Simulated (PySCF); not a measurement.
Stretching BPb

Set-up: basis B cc-pVDZ, Pb cc-pVDZ-PP with ECP60; scalar-relativistic core potentials; PySCF 2.14. Energies in eV from B + Pb in their ground configurations at the same level. State: ⁴Σ⁻ (quartet), unpaired electrons σ ↑, π ↑↑.

All columns are PBE0. A positive dipole means B(−)Pb(+).

| R (Å) | E (eV) | μ (D) | Mulliken charge on B (basis-dependent) | HOMO (eV) | LUMO (eV) | Mayer bond order | ⟨S²⟩ |
| --- | --- | --- | --- | --- | --- | --- | --- |
| 1.948 | -1.757 | 1.51 | -0.30 | -5.80 | -3.15 | 2.00 | 3.75 |
| 2.038 | -2.186 | 1.65 | -0.28 | -5.88 | -3.03 | 1.95 | 3.75 |
| 2.129 | -2.420 | 1.76 | -0.26 | -5.93 | -2.93 | 1.89 | 3.75 |
| 2.197 | -2.501 | 1.82 | -0.24 | -5.85 | -2.86 | 1.85 | 3.75 |
| 2.265 | -2.522 | 1.87 | -0.23 | -5.74 | -2.80 | 1.81 | 3.75 |
| 2.333 | -2.498 | 1.89 | -0.22 | -5.64 | -2.75 | 1.76 | 3.75 |
| 2.424 | -2.414 | 1.88 | -0.20 | -5.53 | -2.68 | 1.70 | 3.75 |
| 2.537 | -2.258 | 1.83 | -0.17 | -5.40 | -2.60 | 1.62 | 3.75 |
| 2.673 | -2.027 | 1.71 | -0.15 | -5.27 | -2.56 | 1.53 | 3.76 |
| 2.854 | -1.696 | 1.47 | -0.11 | -5.13 | -2.64 | 1.42 | 3.76 |

A fit through these points gives, at Re = 2.259 Å, μ = 1.86 D and dμ/dR = 0.492 D/Å; the reduced mass is 10.46 u.

Q: How strong is the fundamental in the double-harmonic approximation, I = 42.26·(dμ/dR)²/μred km/mol?

A: I = 42.26·(0.492)²/10.46 = 0.978 km/mol at PBE0.

Spin–orbit coupling is left out, which matters for elements this heavy, above all for dissociation energies. The state was picked by a PBE0 search and need not be the measured ground state.
